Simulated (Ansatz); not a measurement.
One change: `CO[SiH2][SeH]` becomes `B[SiH2]OC`.

Ansatz, PBE0-D4/def2-TZVP geometries, multiplicity 1. Each molecule was computed in one conformer, which needn't be the lowest.

Scalar relativity is left out up to krypton.

| property | `CO[SiH2][SeH]` |
| --- | --- |
| HOMO–LUMO gap (B3LYP/def2-TZVPP) / eV | 6.76 |
| HOMO–LUMO gap (ωB97M-V/def2-TZVPP) / eV | 11.27 |
| HOMO energy (PBE0/def2-TZVPP) / eV | -7.18 |
| HOMO–LUMO gap (PBE/def2-TZVPP) / eV | 5.26 |
| HOMO energy (PBE/def2-TZVPP) / eV | -6.04 |
| LUMO energy (PBE/def2-TZVPP) / eV | -0.78 |

(1) Give the same properties after the change, and the shifts. (Best estimate.)

## Answers

(1) Ansatz gave: 
| property | `B[SiH2]OC` | shift |
| --- | --- | --- |
| HOMO–LUMO gap (B3LYP/def2-TZVPP) / eV | 5.24 | -1.52 |
| HOMO–LUMO gap (ωB97M-V/def2-TZVPP) / eV | 9.98 | -1.29 |
| HOMO energy (PBE0/def2-TZVPP) / eV | -8.07 | -0.89 |
| HOMO–LUMO gap (PBE/def2-TZVPP) / eV | 3.14 | -2.12 |
| HOMO energy (PBE/def2-TZVPP) / eV | -6.57 | -0.53 |
| LUMO energy (PBE/def2-TZVPP) / eV | -3.43 | -2.65 |

With PBE0 the HOMO falls by 0.89 eV and the LUMO falls by 2.52 eV, so the gap narrows by about 1.63 eV. PBE moves the HOMO by -0.53 eV and ωB97M-V by -1.06 eV. The zero-point energy changes by 28.9 kJ/mol with +3 modes.

B3LYP here is the variant with VWN-RPA as its local correlation; programs differ in this.

Spin–orbit coupling is left out; it splits and shifts lone-pair levels of the heavy atoms by tenths of an eV.
